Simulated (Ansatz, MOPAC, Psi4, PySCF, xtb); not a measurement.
Noncovalent pair: GeH4 (SMILES [GeH4]) (first 5 atoms) with H2Se (SMILES [SeH2]); geometry from B3LYP-D3(BJ)/def2-TZVP, rigid monomers moved along the line of their centres of mass till Ge1···Se6 is 5.54 Å.
(charge 0, multiplicity 1):
```json
[
 {"atom": "Ge", "x (Å)": "0.1106", "y (Å)": "0.0508", "z (Å)": "-0.0842"},
 {"atom": "H", "x (Å)": "-1.4039", "y (Å)": "0.0294", "z (Å)": "0.1566"},
 {"atom": "H", "x (Å)": "0.3907", "y (Å)": "0.1205", "z (Å)": "-1.5951"},
 {"atom": "H", "x (Å)": "0.7436", "y (Å)": "-1.2294", "z (Å)": "0.4827"},
 {"atom": "H", "x (Å)": "0.7323", "y (Å)": "1.2743", "z (Å)": "0.6033"},
 {"atom": "Se", "x (Å)": "-0.1766", "y (Å)": "-1.0200", "z (Å)": "5.3474"},
 {"atom": "H", "x (Å)": "-0.3794", "y (Å)": "-0.0092", "z (Å)": "6.3966"},
 {"atom": "H", "x (Å)": "1.1825", "y (Å)": "-0.5257", "z (Å)": "5.0851"}
]
```

```tsv
level	interaction energy (meV)	minus MP2/CBS(aug-cc-pVDZ, aug-cc-pVTZ) + ΔCCSD(T)/aug-cc-pVDZ	cost
GFN-FF	-11.1	0.9	-
AM1	-0.9	11.1	-
PM3	2.8	14.7	-
PM6	-6.2	5.8	-
PM7	-5.0	7.0	-
GFN1-xTB	-91.6	-79.6	-
GFN2-xTB	-13.6	-1.7	-
HF/3-21G (no counterpoise)	-8.5	3.5	-
HF/6-31G*	-2.1	9.9	-
HF/6-31G* (no counterpoise)	-3.4	8.5	-
HF/aug-cc-pVDZ	-2.7	9.3	-
HF/aug-cc-pVTZ	-2.5	9.5	-
PBE/def2-TZVPPD	-6.1	5.9	×1
PBE-D3(BJ)/def2-TZVPPD	-15.5	-3.5	×1
PBE-D4/def2-TZVPPD	-14.7	-2.8	×1
BP86/6-31G* (no counterpoise)	3.1	15.1	-
r2SCAN/def2-TZVPPD	-5.5	6.5	×2
r2SCAN-D3(BJ)/def2-TZVPPD	-12.4	-0.4	×2
r2SCAN-D4/def2-TZVPPD	-11.2	0.7	×2
B3LYP/3-21G (no counterpoise)	-7.1	4.9	-
B3LYP/6-31G*	1.2	13.2	-
B3LYP/LANL2DZ (no counterpoise)	-3.0	9.0	-
B3LYP-D3(BJ)/def2-TZVPPD	-12.4	-0.4	×1
B3LYP-D4/def2-TZVPPD	-10.2	1.7	×1
PBE0/def2-TZVPPD	-4.9	7.1	×1
PBE0-D3(BJ)/def2-TZVPPD	-15.4	-3.5	×1
PBE0-D4/def2-TZVPPD	-14.2	-2.2	×1
M06-2X/6-31G* (no counterpoise)	-10.3	1.6	-
wB97X-V/def2-TZVPPD	-11.3	0.6	×3
wB97M-V/def2-TZVPPD	-11.7	0.2	×4
MP2/6-31G*	-6.2	5.8	-
MP2/6-31G* (no counterpoise)	-10.4	1.6	-
MP2/aug-cc-pVDZ	-11.9	0.0	-
MP2/aug-cc-pVTZ	-12.2	-0.2	×3
MP2/CBS(aug-cc-pVDZ, aug-cc-pVTZ)	-12.4	-0.4	-
SCS-MP2/aug-cc-pVDZ	-9.8	2.2	-
SCS-MP2/aug-cc-pVTZ	-9.9	2.0	-
CCSD(T)/aug-cc-pVDZ	-11.5	0.5	×3
MP2/CBS(aug-cc-pVDZ, aug-cc-pVTZ) + ΔCCSD(T)/aug-cc-pVDZ	-12.0	0.0	×6
SAPT0/aug-cc-pVDZ	-12.4	-0.4	-
```

 The comparison column counts from a level with limits of its own.

The rows run from -91.6 (GFN1-xTB) to 3.1 meV (BP86/6-31G* (no counterpoise)). In aug-cc-pVDZ the value moves HF -2.7, MP2 -11.9, CCSD(T) -11.5, a shift of -8.8 from HF to CCSD(T). From aug-cc-pVDZ to aug-cc-pVTZ MP2 changes by -0.3. The dispersion term adds -9.4 in PBE-D3(BJ), -8.6 in PBE-D4, -6.9 in r2SCAN-D3(BJ). The 5 functionals in def2-TZVPPD without D3 or D4 span 6.8, from wB97M-V to PBE0.

Interaction energies are E(AB) − E(A) − E(B) at the monomers' geometry in the complex; basis-set methods are counterpoise corrected. Rows marked so take none.

Frozen-core correlation. Filled d and f shells under p-block atoms count as core. CBS: X⁻³ extrapolation of the correlation energy, Hartree–Fock from the larger set. Rows in 3-21G, 6-31G*, LANL2DZ carry no dispersion term and start afresh at each structure (6-31G* with six Cartesian d functions); the Pople sets are all-electron and without relativity. MP2/6-31G* freezes PySCF's default core, which leaves 3d correlated. LANL2DZ brings its own core potentials from Na on. The state reached by AM1, PM3, PM6, PM7 isn't checked; PM7 holds dispersion and hydrogen-bond terms.

Codes used: Ansatz (a quantum-chemistry and plane-wave program) with Gaussian orbitals; MOPAC for AM1, PM3, PM6, PM7 (differences of heats of formation); Psi4 for SAPT; PySCF for 3-21G rows, 6-31G* rows, LANL2DZ rows, the dispersion terms; xtb for the GFN methods. Each number belongs to the level named beside it.

Costs are rough ratios of core time to PBE/def2-TZVPPD (about 11 s over the structures, on one shared machine); a dash marks a level with no comparable run of its own.
